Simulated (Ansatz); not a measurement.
**Relaxing a trial structure of C2H11NO2Si2**

The starting geometry of this gas-phase triplet was optimised with GFN2-xTB as a singlet; its bonds are those of `CO[SiH](N[SiH3])OC`.

```yaml
atoms:
  - { symbol: C, position_ang: [-0.8810, -2.6176, -2.1927] }
  - { symbol: C, position_ang: [2.1742, -0.2525, -0.8332] }
  - { symbol: N, position_ang: [-0.7683, -0.0771, 0.8212] }
  - { symbol: O, position_ang: [-1.0458, -1.6647, -1.1855] }
  - { symbol: O, position_ang: [1.5058, -1.3206, -0.2208] }
  - { symbol: Si, position_ang: [-0.0748, -1.4837, 0.1100] }
  - { symbol: Si, position_ang: [-0.2450, 0.6805, 2.2812] }
  - { symbol: H, position_ang: [-1.4725, -2.3054, -3.0546] }
  - { symbol: H, position_ang: [0.1672, -2.7094, -2.4848] }
  - { symbol: H, position_ang: [-1.2315, -3.5943, -1.8507] }
  - { symbol: H, position_ang: [0.0201, -2.6721, 0.9433] }
  - { symbol: H, position_ang: [-1.7113, 0.1214, 0.5303] }
  - { symbol: H, position_ang: [1.2112, 0.7947, 2.2293] }
  - { symbol: H, position_ang: [-0.6296, -0.0848, 3.4739] }
  - { symbol: H, position_ang: [-0.8907, 1.9955, 2.2851] }
  - { symbol: H, position_ang: [1.9608, 0.6824, -0.3110] }
  - { symbol: H, position_ang: [3.2445, -0.4602, -0.7886] }
  - { symbol: H, position_ang: [1.8692, -0.1476, -1.8779] }
```

Problem. Where would you expect an optimisation with r2SCAN-D4/def2-SVP to take it?

Solution. It falls apart into C2H10NO2Si2 + H. Contacts that open: Si7–H13 (1.46 → 3.43 Å).

The energy falls by 2.51 eV over 39 steps:

```json
{"step": "1", "E − E(last) (eV)": "2.508"}
{"step": "5", "E − E(last) (eV)": "1.014"}
{"step": "9", "E − E(last) (eV)": "0.785"}
{"step": "14", "E − E(last) (eV)": "0.135"}
{"step": "18", "E − E(last) (eV)": "0.041"}
{"step": "22", "E − E(last) (eV)": "0.003"}
{"step": "26", "E − E(last) (eV)": "0.001"}
{"step": "31", "E − E(last) (eV)": "0.000"}
{"step": "35", "E − E(last) (eV)": "0.000"}
{"step": "39", "E − E(last) (eV)": "0.000"}
```

Final geometry (Å):

```yaml
atoms:
  - { symbol: C, position_ang: [-0.8010, -2.6251, -2.1513] }
  - { symbol: C, position_ang: [2.0940, -0.2606, -0.7623] }
  - { symbol: N, position_ang: [-0.8844, 0.2166, 0.6950] }
  - { symbol: O, position_ang: [-1.0156, -1.5082, -1.3142] }
  - { symbol: O, position_ang: [1.4047, -1.2670, -0.0472] }
  - { symbol: Si, position_ang: [-0.2458, -1.2941, 0.1415] }
  - { symbol: Si, position_ang: [-0.5145, 1.1132, 2.1470] }
  - { symbol: H, position_ang: [-1.2731, -2.4295, -3.1263] }
  - { symbol: H, position_ang: [0.2753, -2.8156, -2.3177] }
  - { symbol: H, position_ang: [-1.2521, -3.5419, -1.7293] }
  - { symbol: H, position_ang: [-0.4653, -2.4167, 1.0825] }
  - { symbol: H, position_ang: [-1.4820, 0.6805, 0.0106] }
  - { symbol: H, position_ang: [2.2472, -0.9224, 2.3030] }
  - { symbol: H, position_ang: [-0.0059, 0.1313, 3.1588] }
  - { symbol: H, position_ang: [-1.7559, 1.7924, 2.6497] }
  - { symbol: H, position_ang: [1.7680, 0.7514, -0.4598] }
  - { symbol: H, position_ang: [3.1705, -0.3568, -0.5540] }
  - { symbol: H, position_ang: [1.9384, -0.3627, -1.8516] }
```

The end wasn't checked by frequencies. Open shells are spin-unrestricted. The triplet needn't be the ground state. Run with Ansatz 0.2.0, 6.7 min on 2 threads of Intel(R) Xeon(R) Processor @ 2.70GHz (shared host).
